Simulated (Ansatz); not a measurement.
System: sum formula Si2N2H7, charge -1, multiplicity 1. It need not be the lowest isomer of its formula. Whether it binds its extra electron was not tested at this geometry. 
Geometry from a B3LYP-D3(BJ)/def2-TZVP (Ansatz, a quantum-chemistry and plane-wave program) optimisation:
SMILES: N[SiH2][N-][SiH3]
```xyz
11

N     -1.0857     2.0913     0.5283
Si    -0.7997     0.3636     0.8616
N      0.4696    -0.3799     0.1430
Si     1.1221    -1.2415    -1.0887
H     -1.2768     2.2590    -0.4545
H     -0.2761     2.6579     0.7608
H     -0.6976     0.3784     2.3631
H     -2.1610    -0.2136     0.5557
H      1.8475    -0.4387    -2.1491
H      2.1792    -2.2385    -0.6734
H      0.1850    -2.0930    -1.9233
```
Charge -1, spin multiplicity 1.

Total electronic energies in hartree. Cores are frozen in the correlated levels unless marked. Spin-orbit coupling is left out. Non-relativistic. Basis-set limits of correlation are two-point, X^-3; Hartree-Fock from the larger set.

```json
[
 {"level": "B3LYP-D4/def2-TZVPD", "program": "Ansatz + dftd4", "energy (Eh)": "[?]"},
 {"level": "PBE0-D3(BJ)/def2-TZVP", "program": "Ansatz + dftd3", "energy (Eh)": "-692.48974"},
 {"level": "B2GP-PLYP-D4/def2-TZVPD", "program": "Ansatz + dftd4", "energy (Eh)": "-692.43215"},
 {"level": "MP2/CBS(aug-cc-pV(T+d)Z,aug-cc-pV(Q+d)Z)", "program": "Ansatz", "energy (Eh)": "-691.8006"},
 {"level": "CCSD/6-31G", "program": "Ansatz", "energy (Eh)": "-691.05486"},
 {"level": "CCSD/6-31G*", "program": "Ansatz", "energy (Eh)": "-691.39568"},
 {"level": "CCSD(T)/cc-pV(T+d)Z", "program": "Ansatz", "energy (Eh)": "-691.76268"},
 {"level": "CCSD(T)/cc-pwCVTZ", "program": "Ansatz", "energy (Eh)": "-691.77445"},
 {"level": "CCSD(T)/CBS(aug-cc-pV(T+d)Z,aug-cc-pV(Q+d)Z)", "program": "Ansatz", "energy (Eh)": "-691.8620"}
]
```

### Question
Fill in the missing entries.

### Answer

- B3LYP-D4/def2-TZVPD, energy (Eh): -692.93481
